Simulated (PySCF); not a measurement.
TeOF₂ (singlet). All numbers come from PBE0 in PySCF with Te def2-TZVP with ECP28, O def2-TZVP, F def2-TZVP; scalar-relativistic core potentials, no spin–orbit coupling; density-fitted integrals.

Harmonic bands of its minimum:

```
ω (cm⁻¹)  IR (km/mol)
     209          5.0
     238          9.9
     282         28.6
     628          108
     647          104
     966         65.6
```

Question: The central atom is Te. Infer the point group and assign the bands.

Answer: Cs. The modes span 4a' + 2a'': 209 a', 238 a'', 282 a', 628 a'', 647 a', 966 a'. The computed geometry has Te–F 1.882 Å (×2), Te–O 1.753 Å; F–Te–F 91.6°, F–Te–O 102.6° (×2).

Only a few start shapes were tried, so a lower isomer may exist.
